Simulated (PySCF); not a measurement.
Ionising KF

PBE0; PySCF, no relativity, basis sets K aug-pcseg-1, F aug-pcseg-1. Neutral (UKS): singlet (closed shell), Re = 2.174 Å, ωe = 434 cm⁻¹, De = 5.09 eV, HOMO -6.60 eV, LUMO -1.01 eV.

KF⁻ (UKS): doublet (σ ↑), Re = 2.252 Å, ωe = 365 cm⁻¹, De = 2.15 eV to K + F⁻. The energies at the minima are -699.47155 hartree for KF and -699.48732 for KF⁻.

**Question.** Work out the adiabatic electron affinity, without and with harmonic zero-point energies (1 hartree = 27.2114 eV, 1 eV = 8065.5 cm⁻¹), and the change of the bond length.

**Answer.** At PBE0: 0.01577 hartree = 0.429 eV between the minima; the zero-point term (434.0 − 365.0)/2 cm⁻¹ = +0.004 eV makes it 0.433 eV. Re changes by +7.8 pm against the neutral. The electron enters a σ orbital; in so polar a molecule the change of length follows mostly from the change of the ionic charges.

For an ion De counts to the pair picked by the measured ionisation energies or electron affinities, which need not be the lowest pair at this level. The highest Kohn–Sham level is positive in this anion. Much of that is self-interaction error, but it also means that the finite basis helps to hold the extra electron. States were picked by a PBE0 search and need not be the measured ground states.
